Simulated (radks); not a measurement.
The mean radii <r> (bohr) of the occupied orbitals of an atom or ion are listed with their occupations. All-electron calculation, scalar-relativistic Kohn-Sham, PBEsol, spin-polarised, spherical densities, finite nucleus; Fermi nuclear charge, rms radius of each element as measured or else 0.836 A^(1/3) + 0.57 fm. Program: a radial shooting solver on a logarithmic mesh with Libxc functionals.

| orbital | occ. | <r> |
|---|---|---|
| 1s | 2 | 0.01606 |
| 2s | 2 | 0.06765 |
| 2p | 6 | 0.06147 |
| 3s | 2 | 0.1738 |
| 3p | 6 | 0.1754 |
| 3d | 10 | 0.1588 |
| 4s | 2 | 0.3613 |
| 4p | 6 | 0.3771 |
| 4d | 10 | 0.3797 |

Name the element and its charge. Open shells, if any, are filled with parallel spins first.

Answer. Z = 82, lead, charge +36: Pb36+ in [Kr] 4d10. The 1s radius gives Z: for a bare nucleus <r> = (2 gamma + 1)/(2Z) with gamma = sqrt(1 - (Z/c)^2), 0.01587 bohr for Z = 82, and screening makes it slightly larger (0.01606 here). The occupations add up to 46, and the charge is Z minus that.
